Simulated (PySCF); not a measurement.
## Working out the ionisation energy of F²⁺

F²⁺ [He] 2s2 2p3 (4S) → F³⁺ [He] 2s2 2p2 (3P). Computed with PySCF 2.14 in aug-cc-pVDZ, with the non-relativistic Hamiltonian (point nucleus). Frozen: 1s2. Energies in hartree (1 hartree = 27.21139 eV):

```
             part  F²⁺ (lower)  F³⁺ (upper)
              UHF   -97.575981   -95.289017
MP2 opposite-spin    -0.052477    -0.051048
    MP2 same-spin    -0.017936    -0.007494
```

Task: What does Hartree-Fock give?

Result: (-95.289017) − (-97.575981) = 2.286964 hartree = 62.231 eV.

Task: What do MP2 and SCS-MP2 (6/5 opposite-spin, 1/3 same-spin) give?

Result: The opposite-spin parts differ by 0.039 eV and the same-spin parts by 0.284 eV. MP2: 62.231 + (0.039) + (0.284) = 62.554 eV. SCS-MP2: 62.231 + 1.2 × (0.039) + (0.284)/3 = 62.372 eV.

A first-order spin-orbit estimate adds -0.049 eV to MP2 (valence), giving 62.505 eV against 62.708 eV (semi-empirical (NIST evaluation); NIST Atomic Spectra Database, ionization energies).

A double-zeta basis recovers only part of the correlation energy.

What remains against the reference includes basis incompleteness, the frozen core and correlation beyond second order.
